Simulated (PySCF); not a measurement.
# Dipole moment and polarisability of `C=C(Cl)O[SiH2]C`

Species: C₃H₇ClOSi.
Geometry (GFN2-xTB, Å), atoms numbered from 1 in this order:
```
atom  x, y, z in Å
C1     2.6426    0.6190   -0.3828
C2     1.4571    0.3911    0.1592
Cl3    0.8045    1.5144    1.3210
O4     0.6973   -0.6518   -0.1050
Si5   -0.8300   -1.0738    0.3627
C6    -2.1209    0.1394   -0.3143
H7     3.2214    1.4838   -0.1249
H8     3.0461   -0.0733   -1.0980
H9    -0.8518   -2.3765   -0.2878
H10   -0.8971   -1.1413    1.8226
H11   -2.0443    1.1163    0.1571
H12   -2.0025    0.2817   -1.3862
H13   -3.1271   -0.2286   -0.1414
```

Level: wB97X-D/def2-SVPD (PySCF), static field, nuclei fixed, core orbitals frozen in the response. The polarisability tensor in these axes (au):

```
x   93.37  5.16 -6.83
y    5.16 75.76  3.97
z   -6.83  3.97 71.11
```

What are the eigenvalues, a third of the trace, and Δα (Δα² = ½Σ(αi − αj)² over the three pairs)?

Principal values 66.17, 77.99 and 96.08 au; mean 80.08 au = 11.87 Å³ = 13.20 × 10⁻⁴⁰ C²·m²/J; Δα = 26.09 au (33 % of the mean).

What is the dipole moment, and where does it point?

(-1.07, -0.26, -0.47) D, 1.19 D in size, pointing from the negative to the positive side. Measured along this direction, the outermost atoms are H7 at the negative end and H13 at the positive end.

Directions of the eigenvectors, and the extent of the frame along each?

Largest value along (0.95, 0.20, -0.23), where the nuclei span 6.39 Å; middle along (-0.05, 0.84, 0.53), 4.07 Å; least along (0.30, -0.50, 0.81), 3.65 Å. The response follows the extents in order.

In TDDFT the mean static polarisability is Σ f/ω² over all singlet excitations (ω in hartree). How much of it do the 8 lowest give? Their energies (eV) and oscillator strengths: 6.20, 0.0010; 6.69, 0.4238; 6.79, 0.0073; 7.61, 0.0022; 7.94, 0.0311; 8.13, 0.0203; 8.21, 0.0012; 8.27, 0.0043.

They add up to 7.83 au, 9.8 % of the 80.08 au; the largest single term is 7.01 au, from the state at 6.69 eV. Terms in order: 0.02, 7.01, 0.12, 0.03, 0.37, 0.23, 0.01, 0.05 au. Higher excitations give the rest. The strengths listed sum to 0.491.

What depolarisation ratio follows for Rayleigh scattering of linearly polarised light, taking the static tensor?

ρ = 3Δα²/(45ᾱ² + 4Δα²) = 2041.9/(288552 + 2722.6) = 0.00701.

Find the Langevin capture rate constant for H3O+ (19.018 u) meeting this molecule (121.995 u), k = 2.342 × 10⁻⁹ cm³/s × √(α in Å³ / reduced mass in u).

The reduced mass is 16.45 u, so k = 1.99 × 10⁻⁹ cm³/s. The formula leaves out the permanent dipole, which adds to the capture rate.

Orientational against electronic polarisability at 400 K (dilute gas, rigid molecules)?

In Gaussian units μ²/3kT = 8.62 Å³ against 11.87 Å³, a ratio of 0.73; the Debye molar polarisation (4π/3)N_A(α + μ²/3kT) is 51.7 cm³/mol, leaving out the vibrational part.

One conformer (not necessarily the lowest) at the GFN2-xTB geometry, without solvent, vibrations or thermal averaging.
